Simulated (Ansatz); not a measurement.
SrO2 (the lowest singlet isomer of a short search) was relaxed with PBE-D4 (def2-TZVP) in Ansatz in these states: neutral quintet, neutral singlet, neutral triplet. The geometries follow in no particular order.

In the def2 sets Sr takes a core potential; there is no spin–orbit coupling.

A:

```xyz
3

Sr   -0.410   -0.688   -1.040
O    -0.161   -0.134    0.981
O     0.571    0.823    0.059
```

B:

```
atom    x (Å)    y (Å)    z (Å)
 Sr1   0.3339   0.3815  -1.4114
  O2  -0.7098  -0.5217   0.4878
  O3   0.3758   0.1401   0.9236
```

C:

```xyz
3

Sr   -0.6153   -1.3526   -0.1955
O     0.4788    0.4724    0.9700
O     0.1364    0.8802   -0.7745
```

Question: Judge from the bond lengths which geometry belongs to which state (an estimate).

Answer: A is the neutral singlet (O2–O3 1.517 Å, Sr1–O3 2.111 Å, Sr1–O2 2.111 Å); B is the neutral triplet (O2–O3 1.344 Å, Sr1–O3 2.348 Å, Sr1–O2 2.348 Å); C is the neutral quintet (O2–O3 1.824 Å, Sr1–O3 2.426 Å, Sr1–O2 2.426 Å).

At PBE0-D4/def2-TZVP a singlet lies 0.12 eV below the neutral triplet. At PBE0-D4/def2-TZVP a singlet lies 3.45 eV below the neutral quintet. These are the stationary points nearest to one start from a short search; other shapes may lie lower in each state.
